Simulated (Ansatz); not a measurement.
Ansatz (a program for electronic structure) input (B3LYP-D3(BJ)/def2-TZVP):

Ansatz 0.2 input:
```yaml
crystal:
  periodic: [false, false, false]
  atoms:
    - {symbol: Cl, position_ang: [1.67396132, 0.34604040, -0.06080254]}
    - {symbol: C, position_ang: [0.60093478, -0.99847587, -0.02298582]}
    - {symbol: C, position_ang: [-0.72031732, -0.91602633, 0.02537229]}
    - {symbol: Cl, position_ang: [-1.61799549, 0.55146701, 0.05968378]}
    - {symbol: H, position_ang: [1.09109596, -1.96072980, -0.04188706]}
    - {symbol: H, position_ang: [-1.32621992, -1.80988304, 0.04658721]}
basis:
  gaussian:
    orbitals: def2-TZVP
hamiltonian:
  xc: b3lyp
  dispersion: d3bj
phonons: {temperatures: {t_min: 298.15, t_max: 298.15, t_step: 100}}
```

Output:

```
Functional definition: B3LYP
integrals: 0.07 GiB planned
974 factors; their error is unknown
mean field: 0.61 GiB planned
mean field evaluation 1: about -27147.9458 eV, gradient 4.9e1 eV
mean field evaluation 2: about -27140.8389 eV, gradient 7.0e1 eV
mean field evaluation 4: about -27153.4901 eV, gradient 2.1e0 eV
mean field evaluation 8: about -27153.5007 eV, gradient 6.0e-2 eV
mean field evaluation 16: about -27153.5539 eV, gradient 1.9e-4 eV
mean field -27153.55385909 eV, -997.8746989816 hartree, gradient 1.4e-5 eV, S^2 0.000000; 0 other end points of the search recorded, 0 dependent functions left out
the calculation of the forces begins
reference -27153.55409753 eV, -997.8747077441 hartree; 24, 24 occupied and 124, 124 virtual orbitals, 974 factors
these checks for a lower state are left out or cut short: stability, starts, cluster_reference, orbital_swaps, neighbouring_geometries, increment
integrals: 0.07 GiB planned
974 factors; their error is unknown
mean field: 0.61 GiB planned
mean field -27153.55391883 eV, -997.8747011771 hartree, gradient 2.7e-6 eV, S^2 0.000000; 0 other end points of the search recorded, 0 dependent functions left out
the calculation of the forces begins
reference -27153.55415730 eV, -997.8747099409 hartree; 24, 24 occupied and 124, 124 virtual orbitals, 974 factors
these checks for a lower state are left out or cut short: stability, starts, cluster_reference, orbital_swaps, neighbouring_geometries, increment
integrals: 0.07 GiB planned
974 factors; their error is unknown
mean field: 0.61 GiB planned
mean field evaluation 32: about -27153.5537 eV, gradient 3.6e-3 eV
mean field -27153.55372563 eV, -997.8746940772 hartree, gradient 2.2e-6 eV, S^2 0.000000; 0 other end points of the search recorded, 0 dependent functions left out
the calculation of the forces begins
reference -27153.55396403 eV, -997.8747028383 hartree; 24, 24 occupied and 124, 124 virtual orbitals, 974 factors
these checks for a lower state are left out or cut short: stability, starts, cluster_reference, orbital_swaps, neighbouring_geometries, increment
integrals: 0.07 GiB planned
974 factors; their error is unknown
mean field: 0.61 GiB planned
mean field -27153.55384860 eV, -997.8746985963 hartree, gradient 2.4e-6 eV, S^2 0.000000; 0 other end points of the search recorded, 0 dependent functions left out
the calculation of the forces begins
reference -27153.55408705 eV, -997.8747073592 hartree; 24, 24 occupied and 124, 124 virtual orbitals, 974 factors
these checks for a lower state are left out or cut short: stability, starts, cluster_reference, orbital_swaps, neighbouring_geometries, increment
integrals: 0.07 GiB planned
974 factors; their error is unknown
mean field: 0.61 GiB planned
mean field -27153.55381674 eV, -997.8746974252 hartree, gradient 1.8e-6 eV, S^2 0.000000; 0 other end points of the search recorded, 0 dependent functions left out
the calculation of the forces begins
reference -27153.55405516 eV, -997.8747061872 hartree; 24, 24 occupied and 124, 124 virtual orbitals, 974 factors
these checks for a lower state are left out or cut short: stability, starts, cluster_reference, orbital_swaps, neighbouring_geometries, increment
integrals: 0.07 GiB planned
974 factors; their error is unknown
mean field: 0.61 GiB planned
mean field -27153.55364293 eV, -997.8746910379 hartree, gradient 2.8e-6 eV, S^2 0.000000; 0 other end points of the search recorded, 0 dependent functions left out
the calculation of the forces begins
reference -27153.55388134 eV, -997.8746997996 hartree; 24, 24 occupied and 124, 124 virtual orbitals, 974 factors
these checks for a lower state are left out or cut short: stability, starts, cluster_reference, orbital_swaps, neighbouring_geometries, increment
integrals: 0.07 GiB planned
974 factors; their error is unknown
mean field: 0.61 GiB planned
mean field evaluation 64: about -27153.5536 eV, gradient 2.8e-6 eV
mean field -27153.55360450 eV, -997.8746896257 hartree, gradient 2.8e-6 eV, S^2 0.000000; 0 other end points of the search recorded, 0 dependent functions left out
the calculation of the forces begins
reference -27153.55384296 eV, -997.8746983890 hartree; 24, 24 occupied and 124, 124 virtual orbitals, 974 factors
these checks for a lower state are left out or cut short: stability, starts, cluster_reference, orbital_swaps, neighbouring_geometries, increment
integrals: 0.07 GiB planned
974 factors; their error is unknown
mean field: 0.61 GiB planned
mean field -27153.55375778 eV, -997.8746952586 hartree, gradient 2.3e-6 eV, S^2 0.000000; 0 other end points of the search recorded, 0 dependent functions left out
the calculation of the forces begins
reference -27153.55399624 eV, -997.8747040220 hartree; 24, 24 occupied and 124, 124 virtual orbitals, 974 factors
these checks for a lower state are left out or cut short: stability, starts, cluster_reference, orbital_swaps, neighbouring_geometries, increment
integrals: 0.07 GiB planned
974 factors; their error is unknown
mean field: 0.61 GiB planned
mean field -27153.55377460 eV, -997.8746958768 hartree, gradient 1.8e-6 eV, S^2 0.000000; 0 other end points of the search recorded, 0 dependent functions left out
the calculation of the forces begins
reference -27153.55401301 eV, -997.8747046383 hartree; 24, 24 occupied and 124, 124 virtual orbitals, 974 factors
these checks for a lower state are left out or cut short: stability, starts, cluster_reference, orbital_swaps, neighbouring_geometries, increment
integrals: 0.07 GiB planned
974 factors; their error is unknown
mean field: 0.61 GiB planned
mean field -27153.55383597 eV, -997.8746981319 hartree, gradient 2.7e-6 eV, S^2 0.000000; 0 other end points of the search recorded, 0 dependent functions left out
the calculation of the forces begins
reference -27153.55407443 eV, -997.8747068953 hartree; 24, 24 occupied and 124, 124 virtual orbitals, 974 factors
these checks for a lower state are left out or cut short: stability, starts, cluster_reference, orbital_swaps, neighbouring_geometries, increment
integrals: 0.07 GiB planned
974 factors; their error is unknown
mean field: 0.61 GiB planned
mean field -27153.55380709 eV, -997.8746970706 hartree, gradient 2.6e-6 eV, S^2 0.000000; 0 other end points of the search recorded, 0 dependent functions left out
the calculation of the forces begins
reference -27153.55404550 eV, -997.8747058320 hartree; 24, 24 occupied and 124, 124 virtual orbitals, 974 factors
these checks for a lower state are left out or cut short: stability, starts, cluster_reference, orbital_swaps, neighbouring_geometries, increment
integrals: 0.07 GiB planned
974 factors; their error is unknown
mean field: 0.61 GiB planned
mean field evaluation 96: about -27153.4979 eV, gradient 3.7e-1 eV
mean field -27153.55379773 eV, -997.8746967266 hartree, gradient 2.6e-6 eV, S^2 0.000000; 0 other end points of the search recorded, 0 dependent functions left out
the calculation of the forces begins
reference -27153.55403612 eV, -997.8747054876 hartree; 24, 24 occupied and 124, 124 virtual orbitals, 974 factors
these checks for a lower state are left out or cut short: stability, starts, cluster_reference, orbital_swaps, neighbouring_geometries, increment
integrals: 0.07 GiB planned
974 factors; their error is unknown
mean field: 0.61 GiB planned
mean field -27153.55382416 eV, -997.8746976980 hartree, gradient 2.5e-6 eV, S^2 0.000000; 0 other end points of the search recorded, 0 dependent functions left out
the calculation of the forces begins
reference -27153.55406264 eV, -997.8747064619 hartree; 24, 24 occupied and 124, 124 virtual orbitals, 974 factors
Total energy: -27153.81729565 eV, -997.8843800966 hartree
Atom 0 at     1.673961     0.346040    -0.060803 Å, force    -0.000001     0.000050     0.000000 eV/Å
Atom 1 at     0.600935    -0.998476    -0.022986 Å, force     0.000610     0.000038    -0.000022 eV/Å
Atom 2 at    -0.720317    -0.916026     0.025372 Å, force    -0.000600     0.000114     0.000022 eV/Å
Atom 3 at    -1.617995     0.551467     0.059684 Å, force     0.000007     0.000049    -0.000000 eV/Å
Atom 4 at     1.091096    -1.960730    -0.041887 Å, force    -0.000008    -0.000126     0.000000 eV/Å
Atom 5 at    -1.326220    -1.809883     0.046587 Å, force    -0.000007    -0.000126     0.000000 eV/Å
Dipole moment:    -0.023681    -0.379764     0.000473 e Å
Vibrations: 167.14 423.41 574.35 710.23 712.31 850.41 910.36 1213.75 1318.55 1646.86 3202.21 3222.50 cm⁻¹, zero-point energy 0.926912 eV
```
